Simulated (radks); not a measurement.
Q: The mean radii <r> (bohr) of the occupied orbitals of an atom or ion are listed with their occupations. All-electron calculation, scalar-relativistic Kohn-Sham, PBE, spin-unpolarised, spherical densities, point nucleus. Program: a radial shooting solver on a logarithmic mesh with Libxc functionals.

| orbital | occ. | <r> |
|---|---|---|
| 1s | 2 | 0.02073 |
| 2s | 2 | 0.08762 |
| 2p | 6 | 0.07758 |
| 3s | 2 | 0.2194 |
| 3p | 6 | 0.2160 |
| 3d | 5 | 0.1926 |

Name the element and its charge.

A: Z = 67, holmium, charge +44: Ho44+ in [Ar] 3d5. The 1s radius gives Z: for a bare nucleus <r> = (2 gamma + 1)/(2Z) with gamma = sqrt(1 - (Z/c)^2), 0.02048 bohr for Z = 67, and screening makes it slightly larger (0.02073 here). The occupations add up to 23, and the charge is Z minus that.
